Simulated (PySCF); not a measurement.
A geometry optimisation, step by step.

BBiH6N2.
Bonds: N1–B2, B2–N3, B2–Bi4. Hydrogens: H5, H6 on N1; H7, H8 on N3; H9, H10 on Bi4.

Computed by this run: PBE0-D3(BJ)/def2-SVP geometry optimisation, gas phase, def2 core potentials past Kr in PySCF; density fitting, grid level 1; the optimiser is geomeTRIC in internal coordinates, started from a GFN2-xTB structure with every atom displaced at random (about 0.01 Å). The frame can shift and turn from step to step; on so coarse a grid that alone can change the energy by a few meV, and forces under 0.02 eV/Å are noise.

Step 0: E = -9589.1368 eV, largest atomic force 2.526 eV/Å
```
atom  x, y, z in Å  |  force x, y, z in eV/Å
N1     -0.602    1.091    0.125   -1.207   2.195   0.326
B2     -0.207   -0.199   -0.121   -0.095  -1.204  -0.306
N3     -1.188   -1.159   -0.470    2.166  -0.430   0.154
Bi4     2.098   -0.750    0.051   -0.232  -0.347   0.237
H5     -1.587    1.409    0.068    0.841  -0.423   0.019
H6      0.006    1.859    0.368    0.166  -0.127   0.004
H7     -2.141   -0.946   -0.530   -1.721   0.322  -0.118
H8     -0.957   -2.119   -0.645   -0.070  -0.278  -0.077
H9      2.109   -0.052    1.716    0.031  -0.077  -0.050
H10     2.520    0.845   -0.581    0.120   0.370  -0.189
```

Step 1: E = -9589.2191 eV, largest atomic force 0.607 eV/Å
```
atom  x, y, z in Å  |  force x, y, z in eV/Å
N1     -0.620    1.180    0.173    0.147  -0.578  -0.114
B2     -0.264   -0.151   -0.142    0.220   0.200   0.072
N3     -1.205   -1.176   -0.347   -0.499   0.134  -0.004
Bi4     2.035   -0.743   -0.256   -0.009   0.037  -0.044
H5     -1.540    1.400    0.516   -0.363   0.233   0.004
H6      0.069    1.884    0.366    0.134   0.145   0.073
H7     -2.211   -0.999   -0.354    0.357  -0.124   0.032
H8     -0.964   -2.130   -0.567    0.023  -0.010  -0.019
H9      2.261   -0.186    1.441    0.008  -0.006  -0.012
H10     2.487    0.897   -0.851   -0.018  -0.031   0.012
```

Step 2: E = -9589.2346 eV, largest atomic force 0.308 eV/Å
```
atom  x, y, z in Å  |  force x, y, z in eV/Å
N1     -0.632    1.164    0.190    0.232   0.141   0.141
B2     -0.257   -0.158   -0.125   -0.271   0.134   0.063
N3     -1.206   -1.176   -0.342   -0.048  -0.187  -0.067
Bi4     2.040   -0.741   -0.264   -0.054   0.009  -0.011
H5     -1.563    1.473    0.453    0.008  -0.174  -0.152
H6      0.072    1.858    0.392    0.016   0.044  -0.001
H7     -2.210   -1.026   -0.331    0.083   0.049   0.042
H8     -0.956   -2.123   -0.581    0.018  -0.022  -0.012
H9      2.286   -0.199    1.434    0.014  -0.004   0.001
H10     2.474    0.903   -0.847    0.001   0.011  -0.005
```

Step 3: E = -9589.2462 eV, largest atomic force 0.207 eV/Å
```
atom  x, y, z in Å  |  force x, y, z in eV/Å
N1     -0.618    1.172    0.200   -0.044   0.129   0.156
B2     -0.264   -0.155   -0.110   -0.052  -0.017  -0.022
N3     -1.204   -1.181   -0.340    0.144   0.000  -0.016
Bi4     2.024   -0.741   -0.267    0.024  -0.021  -0.002
H5     -1.569    1.478    0.394    0.152  -0.079  -0.097
H6      0.081    1.868    0.426   -0.103  -0.085  -0.048
H7     -2.203   -1.037   -0.312   -0.154   0.030   0.022
H8     -0.947   -2.123   -0.594    0.010   0.026   0.008
H9      2.296   -0.209    1.429    0.014  -0.003   0.007
H10     2.453    0.905   -0.848    0.010   0.019  -0.008
```

Step 4: E = -9589.2498 eV, largest atomic force 0.111 eV/Å
```
atom  x, y, z in Å  |  force x, y, z in eV/Å
N1     -0.622    1.168    0.208   -0.003   0.014   0.083
B2     -0.261   -0.154   -0.101    0.026  -0.034  -0.037
N3     -1.207   -1.174   -0.336    0.109  -0.013  -0.018
Bi4     2.033   -0.742   -0.270   -0.022   0.012   0.007
H5     -1.584    1.458    0.344    0.024   0.046  -0.012
H6      0.058    1.876    0.445   -0.044  -0.024  -0.035
H7     -2.206   -1.025   -0.292   -0.079   0.004   0.005
H8     -0.954   -2.114   -0.601   -0.008   0.004   0.009
H9      2.326   -0.223    1.427    0.001  -0.004  -0.004
H10     2.463    0.908   -0.846   -0.002  -0.006   0.003
```

Step 5: E = -9589.2508 eV, largest atomic force 0.067 eV/Å
```
atom  x, y, z in Å  |  force x, y, z in eV/Å
N1     -0.622    1.168    0.216   -0.008  -0.049   0.045
B2     -0.264   -0.155   -0.098    0.027  -0.016  -0.028
N3     -1.205   -1.178   -0.337    0.002   0.039  -0.004
Bi4     2.028   -0.739   -0.273    0.005   0.003   0.003
H5     -1.580    1.474    0.333   -0.043   0.023  -0.002
H6      0.060    1.874    0.444    0.023   0.022  -0.020
H7     -2.206   -1.034   -0.287    0.000  -0.012  -0.003
H8     -0.948   -2.116   -0.604   -0.006  -0.004   0.007
H9      2.328   -0.231    1.427   -0.001  -0.002  -0.001
H10     2.457    0.913   -0.841    0.000  -0.004   0.002
```

Step 6: E = -9589.2514 eV, largest atomic force 0.046 eV/Å
```
atom  x, y, z in Å  |  force x, y, z in eV/Å
N1     -0.624    1.167    0.222   -0.011  -0.030   0.032
B2     -0.263   -0.154   -0.098    0.003   0.012  -0.014
N3     -1.204   -1.177   -0.339   -0.032   0.015  -0.006
Bi4     2.028   -0.737   -0.275    0.007  -0.006   0.000
H5     -1.582    1.477    0.330   -0.014   0.001  -0.004
H6      0.059    1.877    0.436    0.019   0.016  -0.015
H7     -2.206   -1.036   -0.285    0.030  -0.005  -0.002
H8     -0.946   -2.116   -0.604   -0.002  -0.006   0.006
H9      2.330   -0.239    1.426   -0.002   0.000   0.002
H10     2.457    0.917   -0.835    0.002   0.003   0.000
```

Step 7: E = -9589.2520 eV, largest atomic force 0.033 eV/Å
```
atom  x, y, z in Å  |  force x, y, z in eV/Å
N1     -0.627    1.164    0.233    0.000  -0.005   0.005
B2     -0.263   -0.154   -0.099    0.000   0.018   0.002
N3     -1.202   -1.176   -0.342   -0.032  -0.002  -0.006
Bi4     2.029   -0.734   -0.281    0.003   0.000  -0.001
H5     -1.586    1.476    0.327    0.005  -0.008   0.000
H6      0.055    1.883    0.421    0.004   0.001  -0.004
H7     -2.204   -1.037   -0.282    0.021  -0.004  -0.002
H8     -0.946   -2.117   -0.602    0.002   0.000   0.004
H9      2.331   -0.254    1.426   -0.003   0.000   0.000
H10     2.460    0.926   -0.824    0.000   0.001   0.002
```

Step 8: E = -9589.2520 eV, largest atomic force under 0.02 eV/Å
```
atom  x, y, z in Å  |  force x, y, z in eV/Å
N1     -0.626    1.163    0.235    0.002  -0.001  -0.003
B2     -0.262   -0.153   -0.100   -0.003   0.006   0.004
N3     -1.202   -1.176   -0.344   -0.011  -0.005  -0.006
Bi4     2.029   -0.733   -0.282    0.002  -0.001  -0.002
H5     -1.586    1.475    0.329    0.001  -0.002   0.001
H6      0.056    1.884    0.416    0.000  -0.001   0.001
H7     -2.204   -1.038   -0.283    0.005   0.004   0.002
H8     -0.945   -2.117   -0.600    0.004  -0.002   0.001
H9      2.328   -0.258    1.426   -0.001   0.000   0.001
H10     2.461    0.929   -0.819    0.000   0.002   0.001
```

Question: Summarise the path.

Answer: The energy falls by 0.1153 eV from step 0 to step 8; nine tenths of that is first reached at step 3. It falls at every step. The largest force goes from 2.526 to under 0.02 eV/Å. Among the bonds N3–H7 changes most (a near tie, within 0.001 Å, with another), from 0.978 to 1.013 Å; the atoms move by 0.086 Å rms after alignment.

What follows is the cost of the whole optimisation. The run took 36 s of wall time on one thread of an Arm Neoverse V1, no GPU, on a shared host, and the process peaked at 0.41 GiB of memory.
